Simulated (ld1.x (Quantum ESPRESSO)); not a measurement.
**Transferability test, TM potential for Rb (Z = 37)**

```
Element                 : rubidium
Generator               : ld1.x (Quantum ESPRESSO) 7.5
Type                    : norm-conserving Troullier–Martins (Kleinman–Bylander form)
Functional              : PBEsol
Relativity              : scalar-relativistic
Frozen core             : [Ar] 3d10
Valence charge          : 9
Reference configuration : 4s2 4p6 5s1 5p0
Partial waves           : 4s (bound): rc 2.04 bohr; 4p (bound): rc 1.45 bohr; 4d channel at 0.35 Ry: rc 1.55 bohr
Local potential         : the d channel
Core correction         : none
```

Occupied shells without a wave of their own: 5s. They enter only through the test configuration that unscreens the potential.

Energies are relative to the spin-unpolarised reference configuration 4s2 4p6 5s1 5p0; without spin polarisation the order of configurations can differ from experiment.

Problem. Give the all-electron excitation energy and the error of the potential for: 4s2 4p6 5s0 5p0; 4s2 4p6 5s0.5 5p0; 4s2 4p6 5s0 5p1; 4s2 4p5 5s1 5p0; 4s1 4p6 5s1 5p0.

Solution.

```csv
valence configuration,charge,ΔE all-electron (eV),error AE − PS (meV)
4s2 4p6 5s0 5p0,+1,4.069,-12
4s2 4p6 5s0.5 5p0,+0.5,1.561,-4.6
4s2 4p6 5s0 5p1,0,1.492,-9.8
4s2 4p5 5s1 5p0,+1,21.149,+2.2
4s1 4p6 5s1 5p0,+1,37.739,-54
```

Levels in the configuration 4s2 4p5 5s1 5p0:

```json
{"level": "4s", "all-electron (eV)": "-43.147", "pseudo (eV)": "-43.154"}
{"level": "4p", "all-electron (eV)": "-26.621", "pseudo (eV)": "-26.603"}
{"level": "5s", "all-electron (eV)": "-8.071", "pseudo (eV)": "-8.093"}
```

ld1.x printed “convergence not achieved” for 5 of the counted tests; their residual had stalled under 1e-8, short of the target of 1e-14.
